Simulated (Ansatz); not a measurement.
Geometry optimisation, Ansatz 0.2.0, RKS BLYP/def2-SVP.

The input (input.yaml):

```yaml
crystal:
  periodic: [false, false, false]
  atoms:
    - { symbol: Si, position_ang: [0.0, 0.0, 0.0] }
    - { symbol: O, position_ang: [0.0, 0.0, 1.68] }
    - { symbol: H, position_ang: [-0.9095, -0.2814, 2.0171] }
    - { symbol: F, position_ang: [1.4994, 0.0, -0.5295] }
    - { symbol: F, position_ang: [-0.7489, 1.2974, -0.5295] }
    - { symbol: F, position_ang: [-0.7489, -1.2974, -0.5295] }
basis:
  gaussian: { orbitals: def2-SVP }
hamiltonian:
  xc: blyp
relax:
  f_tol: 0.02
  max_steps: 40
output:
  orbitals: {}
```

Launched with:

```bash
$ ansatz run input.yaml --threads 1 --pin off --max-ram 2048MiB --backend cpu --events-out ev --progress --plain --runs-dir out
```

**Question.** Where does it end, and by what steps?

**Answer.** The run converged. The force dipped under the threshold on the way, but the program's further checks kept it going. After 11 steps the energy has fallen by 0.109 eV; H3 moved furthest, 0.18 Å.

| step | energy less start (eV) | largest force component (eV/Å) | accepted |
| --- | --- | --- | --- |
| 0 | 0.0000 | 2.103 | yes |
| 1 | -0.0650 | 1.332 | yes |
| 2 | -0.1008 | 0.166 | yes |
| 3 | -0.1023 | 0.254 | yes |
| 4 | -0.1074 | 0.094 | yes |
| 5 | -0.1065 | 0.204 | no |
| 6 | -0.1082 | 0.028 | yes |
| 7 | -0.1086 | 0.003 | yes |
| 8 | -0.1078 | 0.226 | no |
| 9 | -0.1087 | 0.038 | yes |
| 10 | -0.1087 | 0.021 | yes |
| 11 | -0.1087 | 0.000 | yes |

```xyz
6
Properties=species:S:1:pos:R:3
Si -0.020 -0.028 0.015
O -0.007 -0.102 1.654
H -0.862 -0.144 2.119
F 1.511 0.019 -0.478
F -0.786 1.282 -0.542
F -0.744 -1.308 -0.658
```

Whether the end is a true minimum wasn't checked by a vibrational analysis.

Time of the run: 27 s on 1 thread of Arm Neoverse V1, on a shared host, peak memory 0.12 GiB.
